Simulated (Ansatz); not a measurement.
Gas-phase reaction in SMILES: O=[SiH2] [oxosilane] + H+ -> [OH+]=[SiH2]
Each molecule is optimised on its own at B3LYP-D3(BJ)/def2-TZVP (Ansatz, an electronic-structure program).

Quantity: proton affinity (electronic energy difference), positive where the reaction releases energy, in kcal/mol. Correlated levels leave the core frozen unless marked. No spin-orbit coupling. No relativistic terms. CBS marks a two-point X^-3 extrapolation of the correlation energy; Hartree-Fock from the larger set.

```tsv
level	program	proton affinity (kcal/mol)
r2SCAN/def2-TZVPD	Ansatz	205.7
```

**Question.** Estimate the value at CCSD(T)/CBS(def2-TZVPPD,def2-QZVPPD) as computed with Ansatz.

**Answer.** 207.6 kcal/mol
